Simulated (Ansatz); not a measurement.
`FC(F)C[SiH3]` + H₂ → `FCC[SiH3]` + H–F  (hydrogenolysis of a C–F bond)

Isolated molecules relaxed with PBE0-D4/def2-TZVP in Ansatz; ΔE leaves out vibrations. CCSD(T)/CBS adds triple-zeta CCSD(T) − MP2 to the extrapolated MP2 energy (def2 sets, frozen cores). This one scheme is used for every species. Each species was taken in one conformer, which may not be the lowest.

```csv
species,CCSD(T)/CBS(def2) energy (Eh)
`FC(F)C[SiH3]`,-568.37460
H₂,-1.17544
`FCC[SiH3]`,-469.17718
H–F,-100.39570
```

(1) Work out ΔE.

Largest T1 diagnostic among the species: 0.011.

Answers

(1) ΔE = (-469.17718) + (-100.39570) − (-568.37460) − (-1.17544) = -0.02284 Eh = -60.0 kJ/mol.

From PBE to PBE0 (25 % exact exchange), in def2-TZVPP and without D4, ΔE moves by −5.8 kJ/mol. Leaving LDA and LC-ωPBE aside and taking each functional with its dispersion term where it has one, the values, not all of them listed here, spread over 15.3 kJ/mol, from PBE-QIDH to r2SCAN-D4. LDA lies +8.2 kJ/mol from PBE without D4.
